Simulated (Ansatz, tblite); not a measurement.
Removing and adding an electron: `COc1ccc(C(F)(F)C(F)(F)OC)cc1`. The state is a singlet with charge 0. Geometry: PBE-D4/def2-SVP. Ansatz, gas phase; energy differences of separate SCF runs; the oxidised species was run as a doublet alone; the reduced species was run as a doublet alone.

```csv
atom,x (Å),y (Å),z (Å)
C1,3.450,2.645,-1.118
O2,2.225,2.920,-0.463
C3,1.488,1.876,0.000
C4,1.854,0.520,-0.129
C5,1.016,-0.477,0.389
C6,-0.180,-0.141,1.039
C7,-1.092,-1.220,1.564
F8,-1.751,-0.794,2.687
F9,-0.384,-2.344,1.895
C10,-2.189,-1.660,0.551
F11,-3.003,-2.598,1.126
F12,-2.998,-0.580,0.284
O13,-1.593,-2.129,-0.571
C14,-2.477,-2.579,-1.605
C15,-0.546,1.214,1.161
C16,0.279,2.214,0.648
H17,3.302,2.032,-2.035
H18,4.169,2.119,-0.450
H19,3.877,3.623,-1.405
H20,2.788,0.230,-0.628
H21,1.298,-1.534,0.290
H22,-3.103,-3.424,-1.251
H23,-3.131,-1.754,-1.953
H24,-1.832,-2.917,-2.435
H25,-1.483,1.480,1.670
H26,0.016,3.278,0.739
```

The xTB rows come from tblite.

| level | −HOMO (eV) | vertical IE (eV) | −LUMO (eV) | vertical EA (eV) | HOMO–LUMO gap (eV) | IE − EA (eV) | remarks |
| --- | --- | --- | --- | --- | --- | --- | --- |
| GFN1-xTB | 11.74 | 14.40 | 7.61 | 4.76 | 4.12 | 9.64 | – |
| GFN2-xTB | 10.89 | 13.56 | 6.80 | 3.89 | 4.10 | 9.67 | – |
| PBE-D4/def2-SVP | 5.55 | 8.16 | 1.27 | -1.24 | 4.28 | 9.39 | HOMO above zero (-1 doublet) |
| PBE0-D4/def2-SVP | 6.69 | 8.46 | 0.45 | -1.23 | 6.24 | 9.68 | HOMO above zero (-1 doublet) |

Relaxing the oxidised species (PBE-D4/def2-SVP) changes its energy by -0.16 eV at PBE-D4/def2-SVP, so the adiabatic ionisation energy to this nearest minimum is 7.99 eV. At PBE0-D4/def2-SVP it is 8.22 eV.  Relaxing the reduced species (PBE-D4/def2-SVP) changes its energy by -0.32 eV at PBE-D4/def2-SVP, so the adiabatic electron affinity to this nearest minimum is -0.92 eV. At PBE0-D4/def2-SVP it is -1.05 eV. The highest occupied level of the relaxed charge -1 doublet lies above zero (up to 3.03 eV). By energy differences, losing it releases 0.92 eV (each at its own geometry, to the charge 0 singlet, at PBE-D4/def2-SVP).     A HOMO above zero means that the electron is unbound at that level or that self-interaction error raises the level; the energy of removing that electron tells which. Raw xTB energy differences between charge states are shifted by several eV; the methods need an empirical correction for them. Sets without diffuse functions give affinities that are too small. A negative affinity means that the extra electron isn't bound; its size then hangs on the basis.
